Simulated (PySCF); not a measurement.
# Basis and Hamiltonian dependence of the excitation energy of Hg

Hg [Xe] 4f14 5d10 6s2 (1S) → Hg [Xe] 4f14 5d9 6s2 6p1 (high-spin determinant). Calculated with PySCF 2.14 from differences of total energies of unrestricted determinants, without spin-orbit coupling. Values in eV.

| basis | Hamiltonian | functions | UHF | PBE | PBE0 | MP2 (valence) | CCSD(T) (valence) | CCSD(T) (valence and next inner shell) |
| --- | --- | --- | --- | --- | --- | --- | --- | --- |
| aug-cc-pVDZ-PP with ECP60MDF | ECP | 54 | 8.737 | 9.798 | 9.694 | 10.284 | 9.916 | n/a |
| def2-TZVPPD with the def2 core potential (60 electrons) | ECP | 62 | 8.740 | 9.780 | 9.680 | 10.334 | 10.001 | 9.802 |
| ANO-RCC-VTZP | spin-free X2C | 84 | 8.662 | 9.682 | 9.586 | 10.223 | 9.937 | 9.794 |
| def2-QZVPPD with the def2 core potential (60 electrons) | ECP | 88 | 8.728 | 9.766 | 9.666 | 10.342 | 9.998 | n/a |
| aug-cc-pVTZ-PP with ECP60MDF | ECP | 88 | 8.639 | 9.686 | 9.583 | 10.234 | 9.884 | n/a |
| x2c-TZVPPall | spin-free X2C | 97 | 8.751 | 9.810 | 9.702 | 10.308 | 10.015 | 9.871 |
| x2c-TZVPPall with one added diffuse shell each of s, p, d, f type | spin-free X2C | 113 | 8.735 | 9.786 | 9.682 | 10.302 | 9.965 | 9.842 |
| aug-cc-pVTZ-PP with one added diffuse shell each of s, p, d, f, g type with ECP60MDF | ECP | 113 | 8.636 | 9.681 | 9.579 | 10.221 | n/a | n/a |

Q: Estimate the row for aug-cc-pwCVTZ-PP with ECP60MDF (ECP, 122 functions).

A: From the rows with the same Hamiltonian and similar size; the calculation gives UHF 8.63; PBE 9.68; PBE0 9.57; MP2 (valence) 10.23 (eV).

Frozen in the all-electron rows: valence and next inner shell: [Kr] 4d10 4f14; valence: [Xe] 4f14; with a core potential, the same shells as far as they lie outside it.

One determinant mixes LS terms of the configuration, so the numbers do not refer to single terms.
